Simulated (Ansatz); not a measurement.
`O[CH](F)[GeH2][F]` + CH₃NH₂ → `CNC(O)F` + `[F][GeH3]`  (substitution at a C–Ge bond)

Isolated molecules relaxed with PBE0-D4/def2-TZVP in Ansatz; ΔE leaves out vibrations. CCSD(T)/CBS is the MP2 limit (def2-TZVPP, def2-QZVPP) plus CCSD(T) − MP2 in def2-TZVPP, frozen cores. DFT in def2-TZVPP. B3LYP here is the variant with VWN-RPA as its local correlation; programs differ in this. For Ge outer-core shells are correlated without core-valence functions, which leaves a few kJ/mol of doubt a bond. Scalar relativity is left out up to krypton. Each species was taken in one conformer, which may not be the lowest.

Task: Is it downhill or uphill in electronic energy at CCSD(T)/CBS, and by how much? (An estimate is asked.)

Result: The calculation gave: Downhill: ΔE = -17.8 kJ/mol.

Task: What do these levels give: PBE0-D4, B3LYP-D4, B3LYP, MP2/def2-QZVPP, MP2/CBS(def2), CCSD/CBS(def2)? (An estimate is asked.)

Result: The calculation gave: PBE0-D4 -21.6, B3LYP-D4 -17.6, B3LYP -16.4, MP2/def2-QZVPP -19.2, MP2/CBS(def2) -17.4, CCSD/CBS(def2) -17.9 kJ/mol.

Largest T1 diagnostic among the species: 0.012.

In def2-TZVPP, CCSD(T) changes the Hartree–Fock value by +8.3 kJ/mol (the triples alone add +0.0 kJ/mol) and MP2 by +8.8 kJ/mol. From PBE to PBE0 (25 % exact exchange), in def2-TZVPP and without D4, ΔE moves by −5.7 kJ/mol.
